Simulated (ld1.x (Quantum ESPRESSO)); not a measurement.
# Varying the PAW potential for cobalt

Base potential:

* Element: cobalt (Co)
* Generator: ld1.x (Quantum ESPRESSO) 7.5
* Type: PAW
* Functional: LDA (PZ)
* Relativity: scalar-relativistic
* Frozen core: [Ar]
* Valence charge: 9
* Reference configuration: 3d7 4s2 4p0
* Partial waves: 4s (bound): rcut 2.05, rcutus 2.30 bohr; 4s channel at 4 Ry: rcut 2.05, rcutus 2.30 bohr; 4p (bound, empty): rcut 2.05, rcutus 2.60 bohr; 4p channel at 0.6 Ry: rcut 2.05, rcutus 2.60 bohr; 3d (bound): rcut 0.80, rcutus 0.90 bohr; 3d channel at 0.8 Ry: rcut 0.80, rcutus 0.90 bohr
* Local potential: all-electron potential smoothed inside 1.90 bohr (lloc = -1)
* Core correction: a·sin(br)/r model core inside 0.70 bohr
* Augmentation charge: PSQ, inside the norm-conserving radii

All-electron outer shells of the reference configuration (LDA (PZ), scalar-relativistic, ld1.x):

```
shell  level (eV)  outermost node (bohr)  outermost maximum (bohr)
   3s     -101.87                   0.31                      0.67
   3p      -65.51                   0.28                      0.68
   3d       -8.46                      –                      0.66
   4s       -5.68                   0.96                      2.29
   4p       -1.39                   1.05                      3.21
```

Cutoffs, loose and tight: the cutoffs (Ry, on a coarse ladder) from which the occupation-weighted sum of valence levels, in a spherical-Bessel basis at the reference potential, stays within 10 and 1 mRy of its value at 400 Ry. They do not see the model core or the augmentation charge, which bear on the density cutoff. Test errors are all-electron minus pseudo excitation energies from the reference, over the configurations 3d7 4s1 4p0; 3d7 4s0 4p0; 3d6 4s0 4p0; 3d7 4s1 4p1; 3d6 4s2 4p0; 3d7 4s0 4p2; 3d7 4s0 4p1 (two spin-polarised tests are not counted in the largest error). A dash means not determined; rows that change the core or the reference have their own tests. The largest error is taken over the tests solved by every variant that gives reliable tests at all: 3d6 4s0 4p0; 3d6 4s2 4p0; 3d7 4s0 4p0; 3d7 4s0 4p1; 3d7 4s0 4p2; 3d7 4s1 4p1.

```csv
change,outcome,"cutoff, loose","cutoff, tight",bound ghosts,largest test error (meV)
base,generated,140 Ry,230 Ry,none,-246
"wave 3d channel at 0.8 Ry: rcut 0.80, rcutus 0.90 bohr becomes 3d channel at -0.49 Ry: rcut 0.80, rcutus 0.90 bohr",generated,140 Ry,230 Ry,none,-242
"wave 3d channel at 0.8 Ry: rcut 0.80, rcutus 0.90 bohr becomes 3d channel at -0.4 Ry: rcut 0.80, rcutus 0.90 bohr",generated,140 Ry,230 Ry,none,-244
"wave 3d channel at 0.8 Ry: rcut 0.80, rcutus 0.90 bohr becomes 3d channel at -0.26 Ry: rcut 0.80, rcutus 0.90 bohr",generated,140 Ry,230 Ry,none,-244
"wave 3d channel at 0.8 Ry: rcut 0.80, rcutus 0.90 bohr becomes 3d channel at 0.01 Ry: rcut 0.80, rcutus 0.90 bohr",generated,140 Ry,230 Ry,none,-245
"wave 3d channel at 0.8 Ry: rcut 0.80, rcutus 0.90 bohr becomes 3d channel at 0.69 Ry: rcut 0.80, rcutus 0.90 bohr",generated,140 Ry,230 Ry,none,-245
"wave 3d channel at 0.8 Ry: rcut 0.80, rcutus 0.90 bohr becomes 3d channel at 1.67 Ry: rcut 0.80, rcutus 0.90 bohr",generated,140 Ry,230 Ry,none,-244
"wave 3d channel at 0.8 Ry: rcut 0.80, rcutus 0.90 bohr becomes 3d channel at 2.76 Ry: rcut 0.80, rcutus 0.90 bohr",generated,140 Ry,230 Ry,none,-245
"wave 3d channel at 0.8 Ry: rcut 0.80, rcutus 0.90 bohr becomes 3d channel at 4.61 Ry: rcut 0.80, rcutus 0.90 bohr",generated,140 Ry,230 Ry,none,-246
```
